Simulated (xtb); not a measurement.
C2H, doublet, at a GFN2-xTB geometry; GFN1-xTB in xtb.

Here is a job for xtb.
```
$ xtb coord --gfn 1 --uhf 1 --json

# file coord
$coord
     -0.0000000000      -0.0000000000      -0.8856408597  c
      0.0000000000       0.0000000000       1.3667838582  c
     -0.0000000000      -0.0000000000      -2.8868579722  h
$end
```

What the program printed (banner, timings and long lists left out):

```
   ID    Z sym.   atoms
    1    6 c      1, 2
    2    1 h      3

           -------------------------------------------------
          |                Calculation Setup                |
           -------------------------------------------------

           -------------------------------------------------
          |                 G F N 1 - x T B                 |
           -------------------------------------------------

          ...................................................
          :                      SETUP                      :
          :.................................................:
          :  # basis functions                  10          :
          :  # atomic orbitals                  10          :
          :  # shells                            6          :
          :  # electrons                         9          :
          :  # halogen bonds                     0          :
          :  max. iterations                   250          :
          :  Hamiltonian                  GFN1-xTB          :
          :  restarted?                      false          :
          :  GBSA solvation                  false          :
          :  PC potential                    false          :
          :  electronic temp.          300.0000000     K    :
          :  accuracy                    1.0000000          :
          :  -> integral cutoff          0.2500000E+02      :
          :  -> integral neglect         0.1000000E-07      :
          :  -> SCF convergence          0.1000000E-05 Eh   :
          :  -> wf. convergence          0.2000000E-04 e    :
          :  Broyden damping             0.4000000          :
          :  net charge                          0          :
          :  unpaired electrons                  1          :
          ...................................................

 iter      E             dE          RMSdq      gap      omega  full diag
   1     -4.6850955 -0.468510E+01  0.101E+01    6.15       0.0  T
   2     -4.6892528 -0.415731E-02  0.587E+00    6.36       1.0  T
   3     -4.6863189  0.293392E-02  0.181E+00    6.11       1.0  T
   4     -4.6902740 -0.395508E-02  0.154E-01    6.26       1.0  T
   5     -4.6902907 -0.166891E-04  0.165E-02    6.27       3.5  T
   6     -4.6902911 -0.418822E-06  0.220E-04    6.27     261.9  T
   7     -4.6902911 -0.769251E-11  0.111E-04    6.27     519.8  T
   8     -4.6902911 -0.500933E-11  0.181E-06    6.27   31816.1  T

   *** convergence criteria satisfied after 8 iterations ***

         :::::::::::::::::::::::::::::::::::::::::::::::::::::
         ::                     SUMMARY                     ::
         :::::::::::::::::::::::::::::::::::::::::::::::::::::
         :: total energy              -4.555355636828 Eh    ::
         :: gradient norm              0.009532444532 Eh/a0 ::
         :: HOMO-LUMO gap              6.268126246447 eV    ::
         ::.................................................::
         :: SCC energy                -4.690291069678 Eh    ::
         :: -> electrostatic           0.000606778710 Eh    ::
         :: repulsion energy           0.135309791017 Eh    ::
         :: dispersion energy         -0.000374358167 Eh    ::
         :: halogen bond corr.         0.000000000000 Eh    ::
         :: add. restraining           0.000000000000 Eh    ::
         :: total charge               0.000000000205 e     ::
         :::::::::::::::::::::::::::::::::::::::::::::::::::::

           -------------------------------------------------
          |                Property Printout                |
           -------------------------------------------------

    * Orbital Energies and Occupations

         #    Occupation            Energy/Eh            Energy/eV
      -------------------------------------------------------------
         1        2.0000           -0.6353875             -17.2898
         2        2.0000           -0.5753111             -15.6550
         3        2.0000           -0.4706875             -12.8081
         4        2.0000           -0.4706875             -12.8081
         5        1.0000           -0.4283011             -11.6547 (HOMO)
         6                         -0.1979517              -5.3865 (LUMO)
         7                         -0.1979517              -5.3865
         8                         -0.1038842              -2.8268
         9                          0.2521549               6.8615
        10                          1.3195110              35.9057
      -------------------------------------------------------------
                  HL-Gap            0.2303494 Eh            6.2681 eV
             Fermi-level           -0.3811520 Eh          -10.3717 eV

  Mulliken/CM5 charges         n(s)   n(p)   n(d)
     1c    -0.06664 -0.11823   1.105  2.961  0.000
     2c    -0.01524 -0.01794   1.241  2.774  0.000
     3h     0.08188  0.13617   0.918  0.000  0.000

Wiberg/Mayer (AO) data.
largest (>0.10) Wiberg bond orders for each atom

 ---------------------------------------------------------------------------
     #   Z sym  total        # sym  WBO       # sym  WBO       # sym  WBO
 ---------------------------------------------------------------------------
     1   6 c    3.979 --     2 c    3.042     3 h    0.937
     2   6 c    3.094 --     1 c    3.042
     3   1 h    0.989 --     1 c    0.937
 ---------------------------------------------------------------------------

Topologies differ in total number of bonds
Writing topology from bond orders to xtbtopo.mol

 dipole moment from electron density (au)
     X       Y       Z
   0.0000   0.0000  -0.2439  total (Debye):    0.620

           -------------------------------------------------
          | TOTAL ENERGY               -4.555355636828 Eh   |
          | GRADIENT NORM               0.009532444532 Eh/α |
          | HOMO-LUMO GAP               6.268126246447 eV   |
           -------------------------------------------------

normal termination of xtb
```
